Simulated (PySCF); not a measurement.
PySCF input (M06-2X/6-311+G**):

```python
from pyscf import gto, dft

mol = gto.M(
    atom='''
    C     1.73891800   -0.08966400   -0.57283200
    Si   -0.00067100    0.04779500    0.20006400
    C    -0.92217800    1.27743500   -0.96908500
    C    -0.84339300   -1.62293800   -0.27593100
    N     0.14166100    0.43413500    1.80045600
    H     2.27501700    0.85788100   -0.46596500
    H     2.32162000   -0.85774900   -0.05595000
    H     1.70246700   -0.34512700   -1.63762600
    H    -0.90512400    0.96367100   -2.02056700
    H    -0.46838200    2.27125900   -0.90215500
    H    -1.97132300    1.37708100   -0.66861800
    H    -0.82957000   -1.81771500   -1.35584900
    H    -1.88964400   -1.62980400    0.04999100
    H    -0.34001100   -2.45451200    0.22724800
    H    -0.71736500    0.53794900    2.33248400
    ''',
    basis='6-311+g**',
    charge=-1,
    spin=0,
    verbose=4,
)

mf = dft.RKS(mol, xc='m062x').density_fit(auxbasis='def2-universal-jkfit')
mf.grids.level = 4
mf.conv_tol = 1e-9
mf.max_cycle = 100
mf.max_memory = 1500
mf.kernel()
if not mf.converged:
    mf = mf.newton()
    mf.kernel(mf.make_rdm1())
mf.dip_moment()
```

Output:

```
PySCF version 2.14.0

[INPUT] verbose = 4
[INPUT] num. atoms = 15
[INPUT] num. electrons = 50
[INPUT] charge = -1
[INPUT] spin (= nelec alpha-beta = 2S) = 0
[INPUT] symmetry False subgroup None
[INPUT] Mole.unit = angstrom
[INPUT] Symbol           X                Y                Z      unit          X                Y                Z       unit  Magmom
[INPUT]  1 C      1.738918000000  -0.089664000000  -0.572832000000 AA    3.286078773076  -0.169440403233  -1.082495595387 Bohr   0.0
[INPUT]  2 Si    -0.000671000000   0.047795000000   0.200064000000 AA   -0.001268006230   0.090319460124   0.378066167385 Bohr   0.0
[INPUT]  3 C     -0.922178000000   1.277435000000  -0.969085000000 AA   -1.742663858099   2.414002291934  -1.831305241424 Bohr   0.0
[INPUT]  4 C     -0.843393000000  -1.622938000000  -0.275931000000 AA   -1.593781785375  -3.066908337149  -0.521434019277 Bohr   0.0
[INPUT]  5 N      0.141661000000   0.434135000000   1.800456000000 AA    0.267700492532   0.820396251088   3.402368739330 Bohr   0.0
[INPUT]  6 H      2.275017000000   0.857881000000  -0.465965000000 AA    4.299159058730   1.621160137468  -0.880546233633 Bohr   0.0
[INPUT]  7 H      2.321620000000  -0.857749000000  -0.055950000000 AA    4.387225965313  -1.620910693620  -0.105730176669 Bohr   0.0
[INPUT]  8 H      1.702467000000  -0.345127000000  -1.637626000000 AA    3.217196366110  -0.652195508193  -3.094664634467 Bohr   0.0
[INPUT]  9 H     -0.905124000000   0.963671000000  -2.020567000000 AA   -1.710436468771   1.821074264186  -3.818318246334 Bohr   0.0
[INPUT] 10 H     -0.468382000000   2.271259000000  -0.902155000000 AA   -0.885113701676   4.292057467954  -1.704825871907 Bohr   0.0
[INPUT] 11 H     -1.971323000000   1.377081000000  -0.668618000000 AA   -3.725260573056   2.602305941342  -1.263504901954 Bohr   0.0
[INPUT] 12 H     -0.829570000000  -1.817715000000  -1.355849000000 AA   -1.567660101155  -3.434983522514  -2.562183276265 Bohr   0.0
[INPUT] 13 H     -1.889644000000  -1.629804000000   0.049991000000 AA   -3.570909632928  -3.079883196721   0.094469298693 Bohr   0.0
[INPUT] 14 H     -0.340011000000  -2.454512000000   0.227248000000 AA   -0.642527669339  -4.638355449458   0.429436482355 Bohr   0.0
[INPUT] 15 H     -0.717365000000   0.537949000000   2.332484000000 AA   -1.355623381349   1.016576278984   4.407755949930 Bohr   0.0

nuclear repulsion = 237.73479021409
number of shells = 94
number of NR pGTOs = 269
number of NR cGTOs = 178
basis = 6-311+g**
ecp = {}

******** <class 'pyscf.df.df_jk.DFRKS'> ********
method = DFRKS
initial guess = minao
damping factor = 0
level_shift factor = 0
DIIS = <class 'pyscf.scf.diis.CDIIS'>
diis_start_cycle = 1
diis_space = 8
diis_damp = 0
SCF conv_tol = 1e-09
SCF conv_tol_grad = None
SCF max_cycles = 100
direct_scf = False
XC library pyscf.dft.libxc version 7.1.2
    S. Lehtola, C. Steigemann, M. J. T. Oliveira, and M. A. L. Marques,  SoftwareX 7, 1–5 (2018)
XC functionals = m062x
    Y. Zhao and D. G. Truhlar,  Theor. Chem. Acc. 120, 215 (2008)
    Y. Zhao and D. G. Truhlar,  Theor. Chem. Acc. 120, 215 (2008)
radial grids:
    Treutler-Ahlrichs [JCP 102, 346 (1995); DOI:10.1063/1.469408] (M4) radial grids

becke partition: Becke, JCP 88, 2547 (1988); DOI:10.1063/1.454033
pruning grids: <function nwchem_prune>
grids dens level: 4
symmetrized grids: False
atomic radii adjust function: <function treutler_atomic_radii_adjust>
small_rho_cutoff = 0
Set gradient conv threshold to 3.16228e-05
Initial guess from minao.
tot grids = 299704
******** <class 'pyscf.df.df.DF'> ********
auxbasis = def2-universal-jkfit
init E= -464.669014307014
  HOMO = -0.286124421065619  LUMO = -0.0200272235064783  gap/eV = 7.24087
cycle= 1 E= -464.423013062383  delta_E= 0.246  |g|= 0.752  |ddm|= 2.88
  HOMO = 0.114216256122088  LUMO = 0.117856368097997  gap/eV = 0.09905
cycle= 2 E= -464.07345439359  delta_E= 0.35  |g|= 1.33  |ddm|= 38.3
  HOMO = -0.0765627519010363  LUMO = 0.114655818787157  gap/eV = 5.20332
cycle= 3 E= -464.567317258258  delta_E= -0.494  |g|= 0.207  |ddm|= 37.5
  HOMO = -0.0554237025360095  LUMO = 0.115430051055563  gap/eV = 4.64917
cycle= 4 E= -464.577111693396  delta_E= -0.00979  |g|= 0.0727  |ddm|= 0.323
  HOMO = -0.0532437890111672  LUMO = 0.11830701313741  gap/eV = 4.66814
cycle= 5 E= -464.578507621184  delta_E= -0.0014  |g|= 0.0104  |ddm|= 0.343
  HOMO = -0.0555015799925559  LUMO = 0.118438880298074  gap/eV = 4.73316
cycle= 6 E= -464.578540978956  delta_E= -3.34e-05  |g|= 0.00362  |ddm|= 0.105
  HOMO = -0.0556402408337055  LUMO = 0.118427378485701  gap/eV = 4.73662
cycle= 7 E= -464.578545732608  delta_E= -4.75e-06  |g|= 0.000635  |ddm|= 0.0406
  HOMO = -0.0556337378416915  LUMO = 0.118391636811814  gap/eV = 4.73547
cycle= 8 E= -464.578545959208  delta_E= -2.27e-07  |g|= 0.000232  |ddm|= 0.0104
  HOMO = -0.0556061275888515  LUMO = 0.118385525568212  gap/eV = 4.73455
cycle= 9 E= -464.578545981408  delta_E= -2.22e-08  |g|= 9.66e-05  |ddm|= 0.00281
  HOMO = -0.055599909715853  LUMO = 0.118384816184966  gap/eV = 4.73437
cycle= 10 E= -464.578545984562  delta_E= -3.15e-09  |g|= 2e-05  |ddm|= 0.000655
  HOMO = -0.0555980426165908  LUMO = 0.11838517431547  gap/eV = 4.73432
cycle= 11 E= -464.57854598477  delta_E= -2.08e-10  |g|= 4.02e-06  |ddm|= 9.98e-05
  HOMO = -0.0555979781830773  LUMO = 0.11838506662444  gap/eV = 4.73432
Extra cycle  E= -464.578545984781  delta_E= -1.02e-11  |g|= 2.13e-06  |ddm|= 2.88e-05
converged SCF energy = -464.578545984781

WARN: System has nonzero charge -1; the dipole moment is origin-dependent.
Location of origin: [0. 0. 0.]

Dipole moment(X, Y, Z, Debye): -1.36404, -1.04656, -4.22406
```

The dipole moment of an ion depends on the origin.

The geometry given is a B3LYP-D3(BJ)/def2-TZVP minimum.
